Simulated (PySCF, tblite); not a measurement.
Species: C4H4F4O2.
Atom-mapped SMILES: `[CH3:1][O:2]/[C:3](=[CH:4]\[F:5])[O:6][C:7]([F:8])([F:9])[F:10]` (hydrogens: H11, H12, H13 on C1; H14 on C4)

Geometry (GFN2-xTB, Å), atoms numbered from 1 in this order:
```
atom  x, y, z in Å
C1    -1.5766   -1.2296   -0.0337
O2    -0.2467   -0.7360    0.0134
C3    -0.0496    0.5866   -0.0289
C4    -0.8889    1.6169   -0.1137
F5    -2.2285    1.4815   -0.1770
O6     1.3019    0.9322    0.0266
C7     2.2123   -0.0371    0.1154
F8     3.4098    0.5369    0.1549
F9     2.1052   -0.7891    1.2143
F10    2.2186   -0.8783   -0.9223
H11   -1.4767   -2.3115    0.0130
H12   -2.1588   -0.8707    0.8166
H13   -2.0693   -0.9401   -0.9632
H14   -0.5533    2.6379   -0.1376
```

Computed with B3LYP/def2-SVPD in PySCF (dipole) on a GFN2-xTB geometry, gas phase.

Take the most abundant isotopes and a rigid rotor. The values belong to one conformer with, in the numbering `[CH3:1][O:2]/[C:3](=[CH:4]\[F:5])[O:6][C:7]([F:8])([F:9])[F:10]`, C1–O2–C3–C4 0°, O2–C3–O6–C7 0°.

Give the principal moments of inertia and the rotational constants in MHz.

Ia = 192.08, Ib = 614.60, Ic = 716.35 u·Å²; 505379 MHz·u·Å²/I gives A = 2631, B = 822.3, C = 705.5 MHz.

What kind of rotor is it?

An asymmetric top: κ = (2 × 822.3 − 2631 − 705.5)/(2631 − 705.5) = -0.88.

What does the inertial defect say?

Not planar: Δ = Ic − Ia − Ib = -90.33 u·Å². For a rigid frame Δ = −2 Σ m c², so Σ m c² = 45.16 u·Å² lies off the ab plane: 1.60 from hydrogen and 43.56 from heavier atoms. The atom farthest from that plane is 1.07 Å away.

Predict some low-J microwave lines.

The dipole components are |μa| = 2.15 D, |μb| = 0.75 D, |μc| = 0.00 D; the mirror of this Cs structure is the ab plane, so μc vanishes by symmetry and there are no c-type lines. Intensities carry the squares of the components, which stand as 1.00 : 0.12 (a : b). Some lines, for components of 0.1 D or more:

| type | branch | J(Ka,Kc) | MHz | lower level (cm⁻¹) |
| --- | --- | --- | --- | --- |
| a | Q | 3(1,2) ← 3(1,3) | 701 | 0.356 |
| b | Q | 1(1,0) ← 1(0,1) | 1926 | 0.051 |
| b | Q | 2(1,1) ← 2(0,2) | 2048 | 0.153 |
| b | Q | 3(1,2) ← 3(0,3) | 2241 | 0.305 |
| a | R | 2(1,2) ← 1(1,1) | 2939 | 0.111 |
| a | R | 2(0,2) ← 1(0,1) | 3050 | 0.051 |
| b | R | 1(1,1) ← 0(0,0) | 3337 | 0.000 |
| a | R | 3(1,3) ← 2(1,2) | 4405 | 0.209 |
| a | R | 3(0,3) ← 2(0,2) | 4562 | 0.153 |
| a | R | 3(1,2) ← 2(1,1) | 4755 | 0.221 |
| b | Q | 3(2,2) ← 3(1,3) | 5955 | 0.356 |
| b | R | 2(2,1) ← 1(1,0) | 8599 | 0.115 |
| b | R | 2(2,0) ← 1(1,1) | 8721 | 0.111 |
| b | R | 3(3,0) ← 2(2,1) | 13923 | 0.402 |

Estimate the classical rotational partition function at 10 K, 200 K and 500 K.

Point group Cs, symmetry number σ = 1; q = (√π/σ)·√((kT/h)³/(ABC)), k/h = 20836.6 MHz/K: 4320 at 10 K, 386000 at 200 K, 1530000 at 500 K.

Its lowest GFN2-xTB frequency is 8 cm⁻¹, too small to tell a flat minimum from a shallow saddle. Constants of a rigid frame at the computed geometry: no zero-point averaging, no centrifugal distortion. A rigid rotor knows nothing of internal rotation, which can split or shift real lines.
